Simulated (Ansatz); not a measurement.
Cost and result for the atomization energy of CH6F2GeSi, SMILES `[CH3][Ge]([F])([F])[SiH3]` (11 atoms, 10 bonds).

Z-matrix (Å, degrees):
```
C
Ge 1 1.931
H 1 1.091 2 110.2
H 1 1.091 2 108.5 3 119.6
H 1 1.091 2 110.2 3 -120.7
F 2 1.741 1 106.8 3 -175.0
F 2 1.741 1 106.8 3 -64.8
Si 2 2.389 1 123.2 3 60.1
H 8 1.485 2 108.6 1 59.6
H 8 1.485 2 108.6 1 -59.6
H 8 1.482 2 108.8 1 180.0
```

Total charge 0; spin multiplicity 1. Correlated methods include outer-core shells of Ge, which these sets cover unevenly. Scalar relativity is left out up to krypton. Geometry: relaxed with PBE0-D4/def2-TZVP. Program: Ansatz. Hardware: A = 2 threads of an AMD EPYC 7R13 on a shared host; B = 2 threads of an AMD EPYC 7R13 on a shared host and a share of an NVIDIA H100 80 GB. Times are those of one run each, without the atoms' runs, and a repeat can differ threefold. Electronic energies, without spin–orbit coupling; frozen cores. CCSD(T)/CBS adds CCSD(T) − MP2 in def2-TZVPP to the MP2 limit, and its time is that of the two runs behind it. T1 = 0.012. With those shells the extrapolation isn't a true limit. B3LYP takes the VWN-RPA correlation (the form of Gaussian; ORCA's B3LYP/G).

CCSD(T)/CBS is a level of theory with its own doubt, some kJ/mol a heavy atom from the limit and from the frozen cores, so smaller differences don't rank the functionals.

```json
{"level": "PBE-D4/def2-TZVPP (with forces) [A]", "functions": "267", "wall time": "3.8 s", "atomization (kcal/mol)": "904.1", "difference from CCSD(T)/CBS": "1.3", "per bond": "0.1"}
{"level": "CCSD(T)/def2-TZVPP [B]", "functions": "267", "wall time": "4.6 s", "atomization (kcal/mol)": "882.2", "difference from CCSD(T)/CBS": "-20.6", "per bond": "-2.1"}
{"level": "MP2/def2-QZVPP [B]", "functions": "510", "wall time": "4.9 s", "atomization (kcal/mol)": "905.5", "difference from CCSD(T)/CBS": "2.7", "per bond": "0.3"}
{"level": "PBE0-D4/def2-TZVPP [A]", "functions": "267", "wall time": "5.5 s", "atomization (kcal/mol)": "890.6", "difference from CCSD(T)/CBS": "-12.2", "per bond": "-1.2"}
{"level": "r2SCAN-D4/def2-TZVPP (with forces) [A]", "functions": "267", "wall time": "7 s", "atomization (kcal/mol)": "901.2", "difference from CCSD(T)/CBS": "-1.6", "per bond": "-0.2"}
{"level": "B3LYP-D4/def2-TZVPP (with forces) [A]", "functions": "267", "wall time": "8.6 s", "atomization (kcal/mol)": "894.4", "difference from CCSD(T)/CBS": "-8.4", "per bond": "-0.8"}
{"level": "CCSD(T)/CBS(def2)", "functions": "–", "wall time": "9.5 s", "atomization (kcal/mol)": "902.8", "difference from CCSD(T)/CBS": "0.0", "per bond": "0.0"}
{"level": "B2PLYP/def2-TZVPP [A]", "functions": "267", "wall time": "10 s", "atomization (kcal/mol)": "888.3", "difference from CCSD(T)/CBS": "-14.5", "per bond": "-1.4"}
{"level": "ωB97X-V/def2-TZVPP [A]", "functions": "267", "wall time": "13 s", "atomization (kcal/mol)": "904.7", "difference from CCSD(T)/CBS": "1.9", "per bond": "0.2"}
{"level": "ωB97M-V/def2-TZVPP (with forces) [A]", "functions": "267", "wall time": "19 s", "atomization (kcal/mol)": "896.9", "difference from CCSD(T)/CBS": "-5.9", "per bond": "-0.6"}
```

From PBE to PBE0 (25 % exact exchange), in def2-TZVPP and without D4, the atomization energy moves by −12.7 kcal/mol: exact exchange takes away binding that semilocal exchange gives to molecules. In def2-TZVPP, CCSD(T) changes the Hartree–Fock value by +212.5 kcal/mol (the triples alone add +11.4 kcal/mol) and MP2 by +223.5 kcal/mol; breaking electron pairs costs correlation energy, which Hartree–Fock lacks. The D4 term adds +8.4 kcal/mol with B3LYP and +4.5 kcal/mol with PBE0; it sums over pairs of atoms, weighted by their polarisabilities, and B3LYP, whose exchange is more repulsive, gets the larger term.
